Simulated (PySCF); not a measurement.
Start geometry of `Br[SiH]1CC1` from GFN2-xTB (Å):
```
atom  x, y, z in Å
Br1    2.676   -0.087   -1.015
Si2    0.987    0.010    0.449
C3    -0.638   -0.776   -0.099
C4    -0.577    0.775   -0.157
H5     1.510    0.063    1.783
H6    -1.288   -1.205    0.638
H7    -0.678   -1.286   -1.041
H8    -1.258    1.278    0.532
H9    -0.676    1.210   -1.124
```

Problem. What comes out of this run: PBE0-D3(BJ)/def2-SVP geometry optimisation, gas phase (PySCF)?

Solution. 
```
atom  x, y, z in Å
Br1    2.2847    1.3636   -1.0807
Si2    0.8154    0.5636    0.3686
C3    -0.0894   -0.9926   -0.0389
C4    -0.9308    0.3064   -0.1714
H5     1.1627    0.9324    1.7592
H6    -0.3688   -1.6838    0.7644
H7     0.1457   -1.5120   -0.9746
H8    -1.7454    0.4451    0.5488
H9    -1.2196    0.5935   -1.1886
```

The energy falls by 10.7 kJ/mol over 10 energy and gradient evaluations, the largest force component goes from 0.0314 to 5.2e-04 Eh/bohr, and the atoms move by 0.046 Å rms after alignment. The bond that changes most is Si2–H5 (SiH silicon to Si–H hydrogen), which lengthens by 0.046 Å. Bonds longer at the end by more than 0.005 Å: 4 of 9; shorter: 2. Among the angles that change most is C4–Si2–H5, from 126.9° to 122.1°. Rotational constants go from 10801, 1693, 1663 to 11232, 1684, 1667 MHz. The orientation of the end geometry is arbitrary; only internal coordinates are fixed.

The run used 103 basis functions and 58 SCF cycles in all.

No frequency check.
